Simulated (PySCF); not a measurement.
**SMILES CN(C)C(/C=C\[O-])=C/C=O, [C₇H₁₀NO₂]-, charge -1**

Molfile (atoms numbered from 1):
```
C7H10NO2
     RDKit          3D

 20 19  0  0  0  0  0  0  0  0999 V2000
   -1.4055    0.0908   -0.9293 C   0  0  0  0  0  0  0  0  0  0  0  0
   -0.6828   -0.1798    0.2901 N   0  0  0  0  0  0  0  0  0  0  0  0
   -1.1704    0.5506    1.4353 C   0  0  0  0  0  0  0  0  0  0  0  0
    0.7521   -0.1780    0.1443 C   0  0  0  0  0  0  0  0  0  0  0  0
    1.4834    0.9871   -0.1382 C   0  0  0  0  0  0  0  0  0  0  0  0
    1.0317    2.3181   -0.3463 C   0  0  0  0  0  0  0  0  0  0  0  0
   -0.1059    2.8070   -0.3362 O   0  0  0  0  0  0  0  0  0  0  0  0
    1.3298   -1.4457    0.3114 C   0  0  0  0  0  0  0  0  0  0  0  0
    2.7076   -1.7983    0.2288 C   0  0  0  0  0  0  0  0  0  0  0  0
    3.6910   -1.0928   -0.0019 O   0  0  0  0  0  0  0  0  0  0  0  0
   -1.0091   -0.5481   -1.7344 H   0  0  0  0  0  0  0  0  0  0  0  0
   -1.3503    1.1506   -1.2477 H   0  0  0  0  0  0  0  0  0  0  0  0
   -2.4699   -0.1758   -0.7871 H   0  0  0  0  0  0  0  0  0  0  0  0
   -1.0959    1.6499    1.3216 H   0  0  0  0  0  0  0  0  0  0  0  0
   -2.2316    0.2883    1.6062 H   0  0  0  0  0  0  0  0  0  0  0  0
   -0.6056    0.2415    2.3292 H   0  0  0  0  0  0  0  0  0  0  0  0
    2.5622    0.8341   -0.2139 H   0  0  0  0  0  0  0  0  0  0  0  0
    1.8952    3.0138   -0.5561 H   0  0  0  0  0  0  0  0  0  0  0  0
    0.6307   -2.2569    0.5319 H   0  0  0  0  0  0  0  0  0  0  0  0
    2.8748   -2.9030    0.4082 H   0  0  0  0  0  0  0  0  0  0  0  0
  1  2  1  0
  2  3  1  0
  2  4  1  0
  4  5  1  0
  5  6  2  0
  6  7  1  0
  4  8  2  0
  8  9  1  0
  9 10  2  0
  1 11  1  0
  1 12  1  0
  1 13  1  0
  3 14  1  0
  3 15  1  0
  3 16  1  0
  5 17  1  0
  6 18  1  0
  8 19  1  0
  9 20  1  0
M  CHG  1   7  -1
M  END
```

Computed with quadratic response CAM-B3LYP/aug-cc-pVDZ first hyperpolarisability, Taylor convention, gas phase in PySCF 2.14.0. Geometry: PBE0-D3(BJ)/def2-SVP.

For a gas-phase anion, states above the detachment energy (about 2.4 eV, taken as minus the energy of the highest occupied orbital) lie in the continuum and depend on the basis.

Problem. Give the tensor of the second harmonic β(−2ω;ω,ω) at 1907 nm in the axes of these coordinates.

Solution. In au, Taylor convention; rows are the first index (the induced dipole):
```csv
,xx,yy,zz,xy,xz,yz
x,-93.2,+147.1,+54.3,+18.1,+16.9,-10.8
y,+21.1,+57.7,+86.0,+147.5,-11.9,+8.0
z,+16.1,+8.5,-70.3,-11.2,+53.1,+88.2
```
Norm of βᵢ = ⅓ Σⱼ (βᵢⱼⱼ + βⱼᵢⱼ + βⱼⱼᵢ): 201.6 au, hyper-Rayleigh value 119.2 au.
